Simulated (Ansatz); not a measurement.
CdMeF (CH₃CdF). The state is a singlet with charge 0. Geometry PBE0-D4/def2-TZVP.

Cartesian coordinates in Å:
```
Cd -1.176 0.246 0.327
C 0.788 -0.165 -0.219
H 1.438 -0.077 0.652
H 1.112 0.542 -0.982
H 0.853 -1.178 -0.615
F -3.015 0.631 0.837
```

In the def2 sets Cd takes a core potential; there is no spin–orbit coupling.

(1) Estimate the orbital energies around the gap (eV) in Ansatz with PBE-D4/def2-SVP, PBE-D4/def2-TZVP, r2SCANh-D4/def2-TZVP, PBE0-D4/def2-SVP, ωB97M-V/def2-TZVP.

## Answers

(1) 
```
orbital  PBE-D4/def2-SVP  PBE-D4/def2-TZVP  r2SCANh-D4/def2-TZVP  PBE0-D4/def2-SVP  ωB97M-V/def2-TZVP
HOMO−13           -69.23            -69.41                -73.27            -73.93             -76.91
HOMO−12           -25.54            -26.43                -29.08            -28.85             -32.56
HOMO−11           -16.94            -17.24                -18.92            -19.23             -22.13
HOMO−10           -13.03            -13.17                -14.42            -15.17             -17.91
 HOMO−9           -12.85            -12.95                -14.25            -15.10             -17.83
 HOMO−8           -12.85            -12.95                -14.25            -15.10             -17.83
 HOMO−7           -12.70            -12.80                -14.15            -14.99             -17.70
 HOMO−6           -12.70            -12.80                -14.15            -14.99             -17.70
 HOMO−5            -9.75             -9.91                -10.82            -11.29             -13.77
 HOMO−4            -9.75             -9.91                -10.82            -11.29             -13.77
 HOMO−3            -8.18             -8.45                 -9.31             -9.73             -12.53
 HOMO−2            -7.20             -7.41                 -8.50             -8.90             -11.85
 HOMO−1            -7.00             -7.41                 -8.50             -8.90             -11.85
   HOMO            -7.00             -7.38                 -7.99             -8.35             -10.64
   LUMO            -1.45             -1.67                 -1.06             -0.61               0.73
 LUMO+1            -0.72             -0.83                 -0.24             -0.05               1.13
 LUMO+2            -0.72             -0.83                 -0.24             -0.05               1.13
 LUMO+3             1.12              0.70                  1.71              1.94               2.79
 LUMO+4             2.85              2.26                  3.37              3.82               4.64
 LUMO+5             2.85              2.26                  3.37              3.82               4.64
```
